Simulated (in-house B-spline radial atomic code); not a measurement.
The numbers below are computed, except where a source is named.
# Building a PAW d channel for Ga, r_c = 1.3 bohr

Ga, [Ar] 3d10 4s2 4p1, non-relativistic LDA (VWN5), spherical and spin-unpolarised, from an all-electron radial atomic-structure program (B-spline basis) (atomic units; all potentials screened as in the neutral atom).

Two all-electron partial waves φ1, φ2 are integrated outwards at E1 = ε(3d) = -0.736204 and E2 = E1 + 1 hartree; φ1 is the bound orbital and φ2 has unit norm inside r_c = 1.2962 bohr. Smooth partners are polynomials, r^3(a0 + a1 r² + a2 r⁴ + a3 r⁶), matched to φ and three derivatives at r_c, with no condition on the norm. The local potential is -14.2163 + (20.3061) r² + (-12.3234) r⁴ + (2.76955) r⁶ inside 1.0613 bohr and the all-electron one outside.

| wave | φ(r_c) | φ'(r_c) | a0 | a1 | a2 | a3 |
| --- | --- | --- | --- | --- | --- | --- |
| 1 | 0.5542286 | -0.6587327 | 2.873513 | -3.461551 | 1.541876 | -0.2436613 |
| 2 | 0.3711421 | 2.622373 | -2.931444 | 4.274556 | -1.977773 | 0.3168972 |

Inside r_c the overlaps are <φi φj> = [[0.87384, -0.84894], [-0.84894, 1.00000]] and, for the smooth waves, [[0.28948, -0.12069], [-0.12069, 0.09986]]. With χj = (Ej − T − V_local) applied to smooth wave j, the program's quadrature gives the matrix B_ij = <smooth i, χj> as [[-0.71132, 1.07980], [0.35155, -0.56820]].

Task: Check the match of the first wave, and find the augmentation charges q_ij.

Result: At r_c the four terms are 6.25791, -12.66575, 9.47880, -2.51672, which sum to 0.5542, φ1(r_c) to rounding. q_ij is the all-electron overlap less the smooth one: [[0.58436, -0.72825], [-0.72825, 0.90014]]. The smooth first wave has a norm of 0.2895 inside r_c against 0.8738, and q11 > 0 puts back the missing charge.

Task: B isn't symmetric. Show that D_ij = B_ij + Ej q_ij is.

Result: Integrating by parts gives B12 − B21 = (E1 − E2) q12: 1.07980 − (0.35155) = 0.72825, and −1 × (-0.72825) = 0.72825. So D12 = 1.07980 + (0.263796)(-0.72825) = 0.88769 and D21 = 0.35155 + (-0.736204)(-0.72825) = 0.88769; D11 = -1.14152, D22 = -0.33074. The projectors, p = (B⁻¹)ᵀ χ, are dual to the smooth waves; det B = 0.025.

Solving (T + V_local + Σ p D p) ψ = E (1 + Σ p q p) ψ in a sphere of 9 bohr gives these levels:

```csv
all-electron,one projector,two projectors
-0.736204,-0.736203,-0.736203
0.095151,0.097252,0.095151
0.334350,0.344764,0.334350
0.716464,0.745337,0.716480
1.235240,1.296830,1.235410
```

Task: What does the second projector gain?

Result: With one projector the errors are 0.00, +2.10, +10.41, +28.87, +61.59 millihartree. With two the errors are 0.00, 0.00, 0.00, +0.02, +0.17 millihartree. The scattering is exact at E1 and at E2 = 0.264, and over all levels compared the largest error is 0.17 millihartree. The lowest eigenvalue of the overlap operator is 1 with one and 0.9399 with two projectors. The smooth orbital alone needs a cutoff of 39.8 hartree for 1 millihartree of kinetic energy, against 77.4 for a norm-conserving Troullier-Martins orbital of the same radius; part of the gain comes from giving up the norm, part from the simpler form.
